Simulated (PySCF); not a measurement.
Method: B3LYP-D3(BJ)/def2-TZVP // PBE0-D4/def2-TZVP (PySCF 2.14.0). Isolated molecules, 0 K electronic values unless said otherwise. One relaxed conformer stands for a flexible species; it need not be the lowest. B3LYP has the VWN-RPA correlation part, as in Gaussian. 

Reference species (SMILES): `[CH2][SiH2]O` (neutral, multiplicity 2).

```
Item                              Value
-----------------------------  --------
highest occupied spin orbital  -6.59 eV
```

Changed species: `O=C[SiH2]` (radical fragment; the reference has radical fragment).

### Question
What does the change do to the highest occupied spin orbital?

### Answer
the highest occupied spin orbital rises by 0.31 eV, to -6.28 eV.
